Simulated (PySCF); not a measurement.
Molecule: SMILES CS/C=C/OCC#N, C5H7NOS.

Bonds (- single, = double, # triple, : aromatic): C1-S2, S2-C3, C3=C4, C4-O5, O5-C6, C6-C7, C7#N8. C1 carries H9, H10, H11; C3 carries H12; C4 carries H13; C6 carries H14, H15. Stereochemistry as in CS/C=C/OCC#N.

Frames of a GFN2-xTB Langevin trajectory at 300 K; GIAO PBE0/pcSseg-1 shieldings in PySCF, gas phase, non-relativistic; equivalent atoms averaged within each frame.

Shifts are taken against calculated references (same method and geometry level): TMS for 13C (186.93 ppm) and 1H (31.72 ppm); 33S (503.73 ppm) against CS2; H2O for 17O (336.08 ppm); NH3 for 15N (267.73 ppm). The references are static minima.

Q: How do the shifts (ppm) fluctuate along the trajectory?

A: 
```csv
time (fs),C4,C7,C3,C6,C1,S2,O5,N8,H13,H12
optimised geometry,150.5,119.0,107.3,53.9,22.9,-26,120.0,313.7,6.84,4.47
250,160.4,117.5,115.1,58.6,21.1,-26,145.2,304.3,7.02,5.60
425,152.0,116.3,103.8,51.5,19.6,16,143.2,310.4,8.08,6.61
625,146.3,120.5,123.0,58.9,28.4,-75,106.0,312.5,6.04,6.26
800,148.3,125.9,104.0,62.0,25.3,-35,135.7,330.1,5.14,5.54
1000,153.4,120.9,108.0,48.7,22.3,-54,102.2,311.1,7.56,5.28
mean of frames,152.1,120.2,110.8,55.9,23.3,-35,126.5,313.7,6.77,5.86
standard deviation,5.4,3.7,8.2,5.6,3.5,34,20.8,9.7,1.18,0.55
```

5 frames give an uncertainty of the mean of about the standard deviation over 2.2 at best, since frames this close in time may not be independent; classical motion lacks zero-point vibration, and the reference would need the same averaging.
